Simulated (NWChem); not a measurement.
Species: C$_{4}$H$_{7}$F; SMILES C/C=C(\C)F

Program: NWChem. Pople sets run with spherical d functions. Structure relaxed at the PBE0/def2-SVP level.

Q: Taking PBE/6-311++G** as the yardstick, which of these has the fewest basis functions while keeping “dipole (D)” within 0.05 D of it: PBE/STO-3G; PBE/6-31G*; PBE/3-21G; PBE/6-311G**; PBE/6-31+G*?

A: PBE/6-31+G* (a larger set in the list lies outside the tolerance).
```
level           basis functions  dipole (D)  relative time (rough)
--------------  ---------------  ----------  ---------------------
PBE/STO-3G                   32        0.67                      1
PBE/3-21G                    59        1.37                      1
PBE/6-31G*                   84        1.34                      3
PBE/6-31+G*                 104        1.73                      6
PBE/6-311G**                132        1.51                      7
PBE/6-311++G**              159        1.77                     20
```

The yardstick is one finite set, not the basis-set limit.
